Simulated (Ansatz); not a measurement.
Geometry optimisation, RHF/6-31G* in Ansatz 0.2.0.

Input:

```yaml
crystal:
  periodic: [false, false, false]
  atoms:
    - { symbol: Si, position_ang: [0.079496, -0.401792, -0.390399] }
    - { symbol: "N", position_ang: [0.386907, 0.336097, 2.525994] }
    - { symbol: H, position_ang: [-0.49902, 0.299998, 2.994502] }
    - { symbol: H, position_ang: [1.03092, 0.801966, 3.137075] }
    - { symbol: H, position_ang: [1.261686, 0.46457, -0.39202] }
    - { symbol: H, position_ang: [-1.141469, 0.3009, 0.020022] }
    - { symbol: H, position_ang: [-0.135652, -0.86998, -1.782335] }
    - { symbol: O, position_ang: [0.338674, -1.763111, 0.534006] }
    - { symbol: Si, position_ang: [0.273522, -3.394284, 0.511649] }
    - { symbol: H, position_ang: [1.255586, -3.957573, -0.433927] }
    - { symbol: H, position_ang: [0.580205, -3.888252, 1.865705] }
    - { symbol: H, position_ang: [-1.0736, -3.859655, 0.126891] }
    - { symbol: H, position_ang: [0.705546, -0.629484, 2.399637] }
basis:
  gaussian: { orbitals: "6-31G*" }
hamiltonian:
  xc: hf
relax:
  f_tol: 0.03
  max_steps: 50
output:
  orbitals: {}
```

Command:

```bash
$ ansatz run input.yaml --threads 1 --pin off --max-ram 2048MiB --backend cpu --events-out ev --progress --plain --runs-dir out
```

Task: Where does it end, and by what steps?

Result: The forces met the threshold. The force dipped under the threshold on the way, but the program's further checks kept it going. After 9 steps the energy has fallen by 0.067 eV; H13 moved furthest, 0.35 Å.

```
step  energy less start (eV)  largest force component (eV/Å)  accepted
   0                  0.0000                           1.057       yes
   1                 -0.0494                           0.399       yes
   2                 -0.0612                           0.231       yes
   3                 -0.0634                           0.131       yes
   4                 -0.0647                           0.110       yes
   5                 -0.0660                           0.051       yes
   6                 -0.0664                           0.047       yes
   7                 -0.0667                           0.050       yes
   8                 -0.0671                           0.012       yes
   9                 -0.0672                           0.027       yes
```

```xyz
13
Properties=species:S:1:pos:R:3
Si 0.061 -0.461 -0.538
N 0.390 0.420 2.743
H -0.446 0.424 3.298
H 1.069 0.986 3.216
H 1.232 0.416 -0.405
H -1.171 0.223 -0.125
H -0.077 -0.824 -1.968
O 0.280 -1.840 0.327
Si 0.253 -3.466 0.429
H 1.234 -4.068 -0.494
H 0.590 -3.859 1.809
H -1.087 -3.991 0.098
H 0.735 -0.521 2.727
```

Whether the end is a true minimum wasn't checked by a vibrational analysis.

The run took 23 s on 1 thread of Arm Neoverse V1, on a shared host, peak memory 0.16 GiB.
